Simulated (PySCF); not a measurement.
C8H9NS.
Atom-mapped SMILES: `[CH3:1][CH2:2][CH2:3][c:4]1[cH:5][cH:6][c:7]([C:8]#[N:9])[s:10]1`

Geometry (GFN2-xTB, Å), atoms numbered from 1 in this order:
```xyz
19
C8H9NS angstrom
C     -2.0971    0.9627   -0.9034
C     -2.0672   -0.5221   -0.5651
C     -1.1985   -0.8121    0.6662
C      0.2270   -0.4458    0.4434
C      0.9624    0.5137    1.0780
C      2.2842    0.6072    0.6119
C      2.5524   -0.2904   -0.3895
C      3.7560   -0.4728   -1.0707
N      4.7487   -0.6237   -1.6279
S      1.1592   -1.2640   -0.7627
H     -1.0964    1.3271   -1.1260
H     -2.4921    1.5370   -0.0679
H     -2.7275    1.1405   -1.7712
H     -3.0818   -0.8728   -0.3670
H     -1.6780   -1.0852   -1.4165
H     -1.5752   -0.2476    1.5219
H     -1.2668   -1.8776    0.9035
H      0.5658    1.1350    1.8614
H      3.0152    1.3000    0.9893
```

Definitions: NICS(0) = −σiso at the ring centroid; NICS(1) = −σiso and NICS(1)zz = −σzz at ±1 Å along the ring normal z. Level: GIAO PBE0/pcSseg-1 (PySCF, non-relativistic, gas phase) on the GFN2-xTB geometry, one conformer.

Ring bond lengths (Å), with Mayer bond orders in brackets: C4–C5 1.365 (1.55), C5–C6 1.405 (1.30), C6–C7 1.371 (1.48), C7–S10 1.740 (1.11), S10–C4 1.730 (1.16).

Q: What do the NICS probes read (ppm)?

A: 
```
           ring                                               type  NICS(0)  NICS(1), two faces  NICS(1)zz, two faces  rms pucker (Å)  centre to ring atoms, mean (Å)
C4–C5–C6–C7–S10  5-membered ring with S; formal bonds all aromatic    -11.9       -10.5 / -10.5         -23.3 / -23.8            0.00                            1.29
```

Q: What do they say, and how far can they be read as aromaticity?

A: 
- C4–C5–C6–C7–S10: mean NICS(1)zz -23.5 ppm, shielded. The ring is flat and has no four-coordinate atom; by the NICS criterion it is aromatic.

Q: What does the geometric index give? HOMA = 1 − mean of α(R − Ropt)² over the ring bonds, with Krygowski's 1993 parameters (CC: Ropt 1.388 Å, α 257.7 Å⁻²; CS: Ropt 1.677 Å, α 94.09 Å⁻²).

A: 
- C4–C5–C6–C7–S10: HOMA 0.82; the largest term is that of C7–S10, α(R − Ropt)² = 0.38. The geometric and the magnetic index point the same way.

Q: At the second NICS(1) probe listed for ring C4–C5–C6–C7–S10, 1 Å off the ring, how large is the induced field along the normal in 7.05 T applied along it?

A: NICSzz × B0 = -23.8 ppm × 7.05 T = -168 μT, against the applied field.

Q: Give the inner angles of the rings and the Hirshfeld charges of the ring atoms.

A: 
- C4–C5–C6–C7–S10: C4 111.5° (+0.003 e), C5 113.5° (-0.069 e), C6 112.5° (-0.046 e), C7 111.5° (-0.030 e), S10 91.0° (+0.144 e); sum 540.0° against 540° for a flat convex ring.

Q: How shielded are the nuclei of the rings and their hydrogens (means over atoms taken as equivalent)?

A: 
| atoms | environment | σ isotropic (ppm) | principal values of the symmetric part, first atom (ppm) |
| --- | --- | --- | --- |
| C4 | substituted aromatic carbon | 20.4 | -52.3, -6.8, 120.2 |
| C5 | aromatic CH carbon | 55.8 | -20.0, 49.3, 138.0 |
| C6 | aromatic CH carbon | 43.4 | -43.5, 27.9, 145.8 |
| C7 | substituted aromatic carbon | 67.9 | -16.3, 82.4, 137.8 |
| S10 | thiophene-type sulfur | 238.3 | 86.8, 250.7, 377.3 |
| H18 | aromatic hydrogen | 24.79 | 21.8, 24.6, 27.9 |
| H19 | aromatic hydrogen | 24.21 | 21.5, 23.7, 27.5 |
